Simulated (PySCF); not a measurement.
A structure optimised at PBE0-D3(BJ)/def2-TZVP, used in a PySCF frequency run:

```
Mg
F 1 1.7447
Br 1 2.3183 2 180.00
```

Write its SMILES, formula and point group.

[F][Mg][Br], BrFMg, C∞v

What are its rotational constants (standard atomic weights)?

1.6872 GHz (linear rotor, B only)
